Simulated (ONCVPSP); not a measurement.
**Cutoff test, Be (Z = 4), ONCV**

Be, optimised norm-conserving Vanderbilt (ONCV), made with ONCVPSP 4.0.1 (LDA (Perdew-Wang 92), scalar-relativistic). Core [He], reference 2s2. Waves: 2s: rc 1.35 bohr, ncon 3, nbas 8, qcut 5.6 1/bohr, local; p scattering state at 0.07 Ha: rc 1.35 bohr, ncon 5, nbas 10, qcut 5.5 1/bohr, 2 projectors, debl 4 Ha; d scattering state at 0.33 Ha: rc 1.65 bohr, ncon 4, nbas 7, qcut 4.9 1/bohr, 2 projectors, debl 2.3 Ha. Local part: the s channel. Core correction: Teter function, fcfact 4.5, rcfact 1.45.

Question: For each optimised wave give the share of its norm inside rc, the residual kinetic energy above qcut (Ha) and the cutoffs (Ha) for errors of 10, 1, 0.1 and 0.01 mHa per electron.

Answer:

```csv
wave,norm inside rc,residual KE,10 mHa,1 mHa,0.1 mHa,0.01 mHa
2s,0.102,3.7e-05,3.2,6.5,9.3,137.8
p projector 1,0.242,1.1e-03,8.8,15.6,102.0,177.2
p projector 2,0.121,1.6e-02,17.1,35.6,120.5,210.5
d projector 1,0.022,1.1e-05,1.6,3.7,7.5,12.2
d projector 2,0.259,2.0e-03,7.4,14.0,22.1,51.0
```

The occupied waves need 6.5 Ha and 9.3 Ha for 1 and 0.1 mHa. The cutoffs count occupied waves only; projector 2 of the p channel, the hardest unoccupied one, needs 36 Ha at the loose tolerance.
